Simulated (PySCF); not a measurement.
**Where the electron goes**

Compound: C₅H₉OP.
Z-matrix (Å and degrees, PBE0-D3(BJ)/def2-SVP geometry), rows numbered from 1:
```
C 
C   1  1.3338
P   2  1.8079  1  118.15
O   3  1.4958  2  113.37  1     1.18
C   3  1.8087  2  106.13  1   126.93
C   5  1.3390  3  128.03  2    73.29
C   6  1.4916  5  127.33  3    -1.38
H   1  1.0958  2  119.51  3     0.50
H   1  1.0944  2  122.11  3  -179.44
H   2  1.0966  1  122.24  3   179.18
H   3  1.4303  2  102.71  1  -124.71
H   5  1.0959  3  112.03  2  -107.34
H   6  1.0980  5  117.37  3   179.21
H   7  1.1021  6  110.67  5   126.42
H   7  1.0987  6  113.34  5     4.69
H   7  1.1030  6  110.19  5  -116.32
```

Theory: PySCF, TDDFT wB97X-D/def2-SVPD, vertical, gas phase, core orbitals frozen in the response.

Kohn–Sham orbitals with the atoms that hold most of them (Löwdin shares over 4%, at most four atoms; ? is withheld):

| orbital | ε (eV) | atoms |
| --- | --- | --- |
| HOMO-3 | -10.36 | C2 29%, C1 26%, O4 10%, C5 8% |
| HOMO-2 | -9.90 | C5 21%, O4 19%, C6 17%, C2 11% |
| HOMO-1 | -9.73 | O4 59%, P3 13%, C2 11%, C5 6% |
| HOMO | ? | ? |
| LUMO | 0.72 | ? |
| LUMO+1 | 1.43 | C1 20%, C2 20%, C5 15%, C6 13% |
| LUMO+2 | 2.15 | C7 26%, C6 13%, H14 10%, H16 10% |

Question: Give the leading atoms of the LUMO.

Answer: C6 (bonded to 2 C and H) 20%; C1 (bonded to C and 2 H) 18%; C5 (bonded to C, P and H) 17%; C2 (bonded to C, P and H) 14%.

Question: Which atoms hold the HOMO, and with what shares?

Answer: O4 (bonded to P) 46%; C5 (bonded to C, P and H) 13%; P3 (bonded to 2 C, O and H) 13%; C6 (bonded to 2 C and H) 10%. By element: oxygen 46%, carbon 24% or more, phosphorus 13%.

Question: What is the HOMO energy, and the HOMO–LUMO gap?

Answer: ε(HOMO) = -9.63 eV; the gap is 10.35 eV (0.3803 hartree).

Question: The HOMO–LUMO gap is 10.35 eV. Where does the response calculation put the lowest singlet, and from which orbitals?

Answer: S1 is at 5.91 eV (f = 0.0074), 4.43 eV below the gap, made of HOMO-1→LUMO (83%). Its leading pair isn't HOMO and LUMO; the energies of that pair differ by 10.45 eV. Without the coupling terms of the response equations the lowest excitation would equal the gap.

Question: Give energy, strength and leading configuration of S1 and S2, and follow the Löwdin shares of the leading atoms from the occupied to the empty orbital.

Answer: 
- S1 (5.91 eV, f 0.0074), HOMO-1→LUMO (83%): O4 59% → at most 14%, P3 13% → at most 14%, C6 at most 7% → 20%, C1 at most 7% → 18%
- S2 (6.08 eV, f 0.0093), HOMO→LUMO (74%): O4 46% → at most 14%, C5 13% → 17%, C6 10% → 20%, C1 at most 11% → 18%

One conformer stands for the species.
